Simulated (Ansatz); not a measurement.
Total energies of BCl2(CCH) (C2HBCl2) from Ansatz at PBE0-D4/def2-TZVP, gas phase (1 Eh = 27.2114 eV = 2625.5 kJ/mol). The reference geometry is relaxed at B3LYP-D4/def2-SVP.

| atom | x (Å) | y (Å) | z (Å) |
| --- | --- | --- | --- |
| B1 | -0.9276 | -0.0916 | -0.4751 |
| Cl2 | -2.2964 | 0.8703 | 0.0609 |
| Cl3 | -1.1309 | -1.2101 | -1.8145 |
| C4 | 0.4145 | 0.0419 | 0.2108 |
| C5 | 1.4936 | 0.1485 | 0.7648 |
| H6 | 2.4467 | 0.2410 | 1.2530 |

| state | geometry | energy (Eh) |
| --- | --- | --- |
| charge 0 singlet | reference | -1021.72069 |
| charge 1 doublet | reference | -1021.32756 |
| charge 1 doublet | relaxed at B3LYP-D4/def2-SVP | -1021.33058 |
| free B atom (doublet) | – | -24.61828 |
| free Cl atom (doublet) | – | -459.99739 |
| free C atom (triplet) | – | -37.80537 |
| free H atom (doublet) | – | -0.50104 |

(1) Work out the vertical ionisation energy to the doublet.

(2) How much does the charge 1 doublet relax, and what is the adiabatic ionisation energy?

(3) What is the binding energy per atom against free atoms?

(1) E(charge 1 doublet) − E(charge 0 singlet) = -1021.32756 − (-1021.72069) = 0.39313 Eh = 10.70 eV. For comparison, −ε of the highest occupied level is 8.59 eV at this level, 2.11 eV less.

(2) Relaxation: -1021.32756 − (-1021.33058) = 0.00302 Eh = 0.08 eV. Adiabatic ionisation energy: 0.39011 Eh = 10.62 eV, without zero-point energy. 

(3) Atoms: 1 × (-24.61828) + 2 × (-459.99739) + 2 × (-37.80537) + 1 × (-0.50104) = -1020.72484 Eh. Binding: -1020.72484 − (-1021.72069) = 0.99585 Eh = 27.10 eV, or 4.52 eV for each of 6 atoms (no zero-point energy, no counterpoise term).
